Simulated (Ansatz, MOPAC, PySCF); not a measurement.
Complex: H2S (SMILES S) (first 3 atoms) with CHN (SMILES C#N); geometry from B3LYP-D3(BJ)/def2-TZVP, rigid monomers moved along the line of their centres of mass till H2···N5 is 2.14 Å.
(charge 0, multiplicity 1):
| atom | x (Å) | y (Å) | z (Å) |
|---|---|---|---|
| S | 0.2190 | 0.0231 | -0.8022 |
| H | 0.3110 | -0.0499 | 0.5374 |
| H | -0.0105 | -1.2940 | -0.9229 |
| C | 0.5616 | -0.1040 | 3.8091 |
| N | 0.4604 | -0.1587 | 2.6697 |
| H | 0.6556 | -0.0534 | 4.8708 |

Monomers are frozen at their geometry in the pair; levels with a basis set take the counterpoise correction.

Cores are frozen in the correlated methods. The state that PM3, PM6 reach isn't checked.

Run with Ansatz (Gaussian orbitals); MOPAC for PM3, PM6 (differences of heats of formation); PySCF for the dispersion terms. Each number belongs to the level named beside it.

Task: One of these levels gives -4.7 kJ/mol for the interaction energy. Which one is it?
A) PM3
B) PM6
C) SCS-MP2/aug-cc-pV(D+d)Z
D) r2SCAN-D3(BJ)/def2-TZVPPD

Result: C, SCS-MP2/aug-cc-pV(D+d)Z. The others give -0.3 (PM3), -8.1 (PM6), -6.8 (r2SCAN-D3(BJ)/def2-TZVPPD)

Ansatz is a quantum-chemistry and plane-wave program.
